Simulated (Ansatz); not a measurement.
`CNC(=N)[SiH3]` + `C[N](C)[Y]([OH])[OH]` → `C[N](C)[Y]([OH])[O][SiH3]` + `CNC=N`  (ligand exchange at the Si–C bond)

Computed with Ansatz on PBE0-D4/def2-TZVP structures; ΔE is electronic, products minus reactants. CCSD(T)/CBS adds triple-zeta CCSD(T) − MP2 to the extrapolated MP2 energy (def2 sets, frozen cores). Elements past krypton have def2 core potentials. For Y outer-core shells are correlated without core-valence functions, which leaves a few kJ/mol of doubt a bond. Each species was taken in one conformer, which may not be the lowest.

```
                    species  CCSD/def2-SVP energy (Eh)
            `CNC(=N)[SiH3]`                 -478.73502
     `C[N](C)[Y]([OH])[OH]`                 -323.45659
`C[N](C)[Y]([OH])[O][SiH3]`                 -613.62148
                    `CNC=N`                 -188.61612
```

(1) Work out ΔE.

Largest T1 diagnostic among the species: 0.014.

Answers

(1) ΔE = (-613.62148) + (-188.61612) − (-478.73502) − (-323.45659) = -0.04599 Eh = -120.7 kJ/mol. CCSD(T)/CBS gives -120.0 kJ/mol.

From PBE to PBE0 (25 % exact exchange), in def2-TZVPP and without D4, ΔE moves by −8.7 kJ/mol. In def2-TZVPP, CCSD(T) changes the Hartree–Fock value by +27.1 kJ/mol (the triples alone add +4.5 kJ/mol) and MP2 by +27.4 kJ/mol.
